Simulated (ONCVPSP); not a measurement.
## Li (Z = 3) ONCV: all-electron and pseudo phase curves

lithium (Li), optimised norm-conserving Vanderbilt (ONCV), made with ONCVPSP 4.0.1 (PBE, scalar-relativistic). Core [He], reference 2s0.5 2p0.5. Waves: 2s: rc 2.35 bohr, ncon 5, nbas 9, qcut 3.5 1/bohr, 1 projector; 2p: rc 4.00 bohr, ncon 3, nbas 7, qcut 2.2 1/bohr, 1 projector; d scattering state at 0.02 Ha: rc 3.75 bohr, ncon 4, nbas 9, qcut 2.9 1/bohr, 2 projectors, debl 2.5 Ha. Local part: polynomial inside 1.80 bohr (lpopt 5, dvloc0 6 Ha). Core correction: Teter function fitted to the true core (icmod 2), fcfact 0.15.

The phase is arctan(r·R′/R) of the radial function R(r), unwrapped; energies in Ha, scanned from -2 to 5 Ha. A pole is an energy at which the radial function vanishes at the test radius. The pseudo phase is shifted by a multiple of π to meet the all-electron one at the reference energy, and phase errors are pseudo minus all-electron; the curves can meet again beyond the range given. Levels narrower than the energy grid can be missing from the lists of poles.

Q: For each channel, where are the poles, and over which energies does the pseudopotential scatter like the atom?

A:

| channel | radius (bohr) | reference energy (Ha) | poles, all-electron | poles, pseudo | unbroken range about the reference energy with phases within 0.05 rad | phase error 1 Ha above the reference energy (rad) |
| --- | --- | --- | --- | --- | --- | --- |
| s | 2.39 | -0.12 | -1.92, 1.10, 4.99 | 0.96, 4.33 | -1.8 to 1.1 | -0.034 |
| p | 4.07 | -0.05 | 0.17, 1.15, 2.79 | 0.18, 1.52, 3.76 | below 0.3 | +0.124 |
| d | 3.81 | 0.02 | 0.79, 2.33, 4.59 | 0.80, 2.33 | below 1.2 | +0.011 |

Phases in the p channel:

```
E (Ha)  all-electron  pseudo
 -1.98         1.426   1.426
 -1.62         1.407   1.407
 -1.26         1.379   1.379
 -0.90         1.331   1.331
 -0.54         1.219   1.220
 -0.18         0.477   0.482
  0.18        -1.585  -1.570
  0.54        -3.507  -2.455
  0.90        -4.601  -4.461
  1.26        -4.754  -4.649
  1.62        -4.996  -4.734
  1.98        -7.465  -4.824
  2.34        -7.760  -5.110
  2.70        -7.839  -7.450
  3.06        -7.901  -7.736
  3.42        -8.009  -7.811
  3.78        -9.491  -7.857
  4.14       -10.836  -7.904
  4.50       -10.934  -7.991
  4.86       -10.979  -8.810
```
